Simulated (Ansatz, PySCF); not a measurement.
Gas-phase reaction in SMILES: C=CCCCCC [hept-1-ene] -> C=C[CH]CCCC + H atom (the C-H bond at the site shown breaks; other sites are not compared here)
Each molecule is optimised on its own at B3LYP-D3(BJ)/def2-TZVP (Ansatz, a first-principles code), one conformer each, not searched for the lowest. Frequencies are from Ansatz or PySCF. Markedly spin-contaminated UHF reference, which strains HF, MP2 and, less, CCSD(T): C=C[CH]CCCC.
Geometry of the first species:
SMILES: C(C)CCCC=C
```xyz
21

C      3.6805    -0.1131     0.1284
C      2.2922    -0.7454     0.1638
C      1.1714     0.2561    -0.1033
C     -0.2209    -0.3666    -0.0667
C     -1.3408     0.6465    -0.3310
C     -2.7003     0.0207    -0.3388
C     -3.6874     0.3199     0.4958
H      3.8821     0.3376    -0.8465
H      3.7725     0.6744     0.8804
H      4.4616    -0.8506     0.3218
H      2.2374    -1.5515    -0.5752
H      2.1285    -1.2161     1.1386
H      1.3325     0.7267    -1.0799
H      1.2263     1.0644     0.6347
H     -0.3890    -0.8365     0.9074
H     -0.2795    -1.1712    -0.8077
H     -1.3051     1.4401     0.4209
H     -1.1564     1.1238    -1.3009
H     -2.8614    -0.7508    -1.0886
H     -3.5702     1.0798     1.2606
H     -4.6471    -0.1784     0.4453
```

Quantity: bond dissociation energy (0 K, with B3LYP-D3(BJ) harmonic zero-point energies), in kcal/mol. Cores are frozen in the correlated levels unless marked. UHF or UKS for open shells. No spin-orbit coupling. No relativistic terms. 

| level | program | bond dissociation energy (kcal/mol) |
|---|---|---|
| HF/cc-pVDZ | Ansatz | 54.6 |
| BLYP-D4/def2-TZVPD | Ansatz + dftd4 | 77.3 |
| B3LYP-D3(BJ)/def2-TZVPD | Ansatz + dftd3 | 79.4 |
| r2SCANh-D4/def2-TZVPD | Ansatz + dftd4 | 75.7 |
| r2SCANh/def2-TZVPD | Ansatz | 75.6 |
| HSE06/def2-TZVPD | Ansatz | 77.5 |
| MP2/STO-3G | Ansatz | 103.9 |
| CCSD(T)/6-31G | Ansatz | 73.2 |
| CCSD(T)/6-31G* | Ansatz | 76.2 |
